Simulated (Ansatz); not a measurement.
Job for Ansatz (a quantum-chemistry and plane-wave program): U-wB97X-V/cc-pVTZ on GeO, a point of a bond scan (R = 2.857 Å).

Ansatz 0.2 input:
```yaml
crystal:
  periodic: [false, false, false]
  atoms:
    - {symbol: Ge, position_ang: [-0.00000000, -0.00000000, -0.32648771]}
    - {symbol: O, position_ang: [0.00000000, 0.00000000, 2.53027973]}
basis:
  gaussian:
    orbitals: cc-pVTZ
hamiltonian:
  xc: {name: wB97X-V}
magnetization: {spin_polarized: true, initial_magnetization: 0}
```

**Question.** Predict the final total energy.

**Answer.** -2151.8559 hartree. Its determinant has ⟨S²⟩ = 1.43, a mixture of spin states.

**Question.** How many basis functions does it have, and what does it roughly cost on one machine?

**Answer.** 73 functions; around 12 core-seconds (rough).
